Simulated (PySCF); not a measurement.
Bond curve of SiTe⁺

Set-up: Si x2c-SVPall, Te x2c-SVPall; spin-free X2C with a Gaussian nucleus (PySCF 2.14). Energies in eV from Si⁺ + Te in their ground configurations at the same level. State: ²Π (doublet), unpaired electrons π ↑.

Curves on a restricted Hartree–Fock reference rise too fast on stretching and do not dissociate correctly.

```json
{"R (Å)": "2.081", "r²SCAN": "-2.387", "ROHF-CCSD": "", "ROHF-SCS-MP2": "-1.677"}
{"R (Å)": "2.178", "r²SCAN": "-3.097", "ROHF-CCSD": "-2.406", "ROHF-SCS-MP2": "-2.405"}
{"R (Å)": "2.275", "r²SCAN": "-3.491", "ROHF-CCSD": "-2.813", "ROHF-SCS-MP2": "-2.807"}
{"R (Å)": "2.347", "r²SCAN": "-3.636", "ROHF-CCSD": "-2.962", "ROHF-SCS-MP2": "-2.952"}
{"R (Å)": "2.420", "r²SCAN": "-3.685", "ROHF-CCSD": "-3.013", "ROHF-SCS-MP2": "-2.997"}
{"R (Å)": "2.493", "r²SCAN": "-3.662", "ROHF-CCSD": "-2.989", "ROHF-SCS-MP2": "-2.965"}
{"R (Å)": "2.589", "r²SCAN": "-3.550", "ROHF-CCSD": "-2.874", "ROHF-SCS-MP2": "-2.834"}
{"R (Å)": "2.710", "r²SCAN": "-3.329", "ROHF-CCSD": "-2.643", "ROHF-SCS-MP2": "-2.571"}
{"R (Å)": "2.856", "r²SCAN": "-3.013", "ROHF-CCSD": "-2.302", "ROHF-SCS-MP2": "-2.166"}
{"R (Å)": "3.049", "r²SCAN": "-2.601", "ROHF-CCSD": "", "ROHF-SCS-MP2": "-1.561"}
```

Problem. Put a parabola through the three lowest points of the r²SCAN curve and estimate Re, k and ωe (reduced mass 23.02 u; 1 eV/Å² = 0.16022 mdyn/Å; ωe = 1302.8·√(k/μ) cm⁻¹).

Solution. Through R = 2.347, 2.42, 2.493 Å the second-order coefficient is 6.76 eV/Å², so Re ≈ 2.433 Å, k ≈ 2.16 mdyn/Å and ωe ≈ 400 cm⁻¹. A polynomial fit of higher order to the unrounded r²SCAN energies gives Re = 2.430 Å, k = 2.11 mdyn/Å, ωe = 394 cm⁻¹; anharmonicity and rounding make the difference.

The higher-order fit for each curve: r²SCAN: Re = 2.430 Å, ωe = 394 cm⁻¹, De = 3.69 eV; ROHF-CCSD: Re = 2.430 Å, ωe = 400 cm⁻¹, De = 3.01 eV; ROHF-SCS-MP2: Re = 2.423 Å, ωe = 412 cm⁻¹, De = 3.00 eV.

Correlated steps freeze 23 core orbitals. Correlated levels converge slowly with the basis: in double zeta they bind strong bonds too weakly, by up to about 1 eV, and carry superposition errors of some tenths. ⟨S²⟩ of the unrestricted solution departs from its pure value on part of the curve, where spin states mix. Spin–orbit coupling is left out, which matters for elements this heavy, above all for dissociation energies. For an ion De counts to the pair picked by the measured ionisation energies or electron affinities, which need not be the lowest pair at this level. The state is the lowest determinant that a PBE0 search found; another state may lie lower at other levels.
